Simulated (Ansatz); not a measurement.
Species: C2H8BN2 (charge -1, singlet). It need not be the lowest isomer of its formula. Whether it binds its extra electron was not tested at this geometry. 
Geometry from a B3LYP-D3(BJ)/def2-TZVP (Ansatz, an electronic-structure program) optimisation:
```xyz
13

C     -1.6327    -1.1025    -0.0940
C     -0.7082    -0.2729     0.8113
B      0.5027     0.4750     0.0132
N      0.7108     1.8282    -0.1041
N      1.4131    -0.4945    -0.6761
H     -2.1040    -0.4623    -0.8464
H     -1.0626    -1.8586    -0.6404
H     -2.4361    -1.6168     0.4527
H     -1.3068     0.4710     1.3510
H     -0.2940    -0.9414     1.5846
H     -0.0235     2.3664     0.3544
H      1.6156    -1.3563    -0.1863
H      2.2761    -0.0606    -0.9784
```
Charge -1, spin multiplicity 1.

Total electronic energies in hartree. Correlated levels leave the core frozen unless marked. Spin-orbit coupling is left out. No relativistic terms. CBS marks a two-point X^-3 extrapolation of the correlation energy; Hartree-Fock from the larger set.

| level | program | energy (Eh) |
|---|---|---|
| HF/STO-3G | Ansatz | -211.20769 |
| HF/aug-cc-pVQZ | Ansatz | -214.10855 |
| RI-HF/aug-cc-pVTZ | Ansatz | -214.09563 |
| RI-HF/cc-pVTZ | Ansatz | -214.08645 |
| PBE/def2-TZVPD | Ansatz | -215.24857 |
| PBE-D3(BJ)/def2-TZVPD | Ansatz + dftd3 | -215.25755 |
| r2SCAN/def2-TZVPD | Ansatz | -215.40586 |
| B3LYP-D4/def2-TZVPD | Ansatz + dftd4 | -215.56826 |
| PBE0/6-31G* | Ansatz | -215.15343 |
| PBE0/def2-SVP | Ansatz | -215.01348 |
| PBE0-D3(BJ)/def2-TZVPD | Ansatz + dftd3 | -215.27925 |
| PBE0/def2-TZVPD | Ansatz | -215.27162 |
| r2SCANh/def2-TZVPD | Ansatz | -215.39589 |
| r2SCAN0-D4/def2-TZVPD | Ansatz + dftd4 | -215.38484 |
| r2SCAN0/def2-TZVPD | Ansatz | -215.38195 |
| CAM-B3LYP/def2-TZVPD | Ansatz | -215.42655 |
| B2PLYP/def2-TZVPD | Ansatz | -215.34324 |
| MP2/aug-cc-pVDZ | Ansatz | -214.81981 |
| RI-MP2/CBS(aug-cc-pVTZ,aug-cc-pVQZ) | Ansatz | -215.1191 |
| SCS-MP2/cc-pVDZ | Ansatz | -214.73532 |
| CCSD/CBS(aug-cc-pVTZ,aug-cc-pVQZ) | Ansatz | -215.1353 |
| CCSD(T)/cc-pVQZ | Ansatz | -215.14140 |
| CCSD(T)/CBS(aug-cc-pVTZ,aug-cc-pVQZ) | Ansatz | -215.1824 |

Totals of different functionals don't rank their quality; only differences between species are comparable.
